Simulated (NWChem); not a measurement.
# Atomisation of H$_{2}$OSSn

```
Sn
O 1 2.0247
H 2 0.9778 1 113.42
S 1 2.5018 2 96.41 3 0.00
H 4 1.3634 1 92.31 2 180.00
```
Charge 0, spin multiplicity 1.

All runs are NWChem calculations. Structure: optimised with PBE/def2-SVP with def2 effective core potentials on Sn, a minimum by its harmonic frequencies. It is one conformer; others weren't searched.

Basis set: def2-TZVP. The atomisation energy is electronic alone: no zero-point, thermal, spin-orbit or counterpoise terms. No value is extrapolated to the basis-set limit. Free atoms are single determinants with multiplicities Sn 3, O 3, H 2, S 3.

Effective core potentials replace the inner electrons of Sn; spin-orbit coupling is left out. B3LYP has NWChem's definition, with VWN1-RPA local correlation. The structure started from a generated list of species. The stability of the SCF solutions was not checked. Open-shell Hartree-Fock references start from PBE0 orbitals.

Q: One of these methods gave an atomisation energy of 354.5 kcal/mol. Which?
A. HF
B. PBE
C. B3LYP
D. PBE0

A: D, PBE0. The others give 356.8 (B3LYP), 225.3 (HF), 370.7 (PBE).
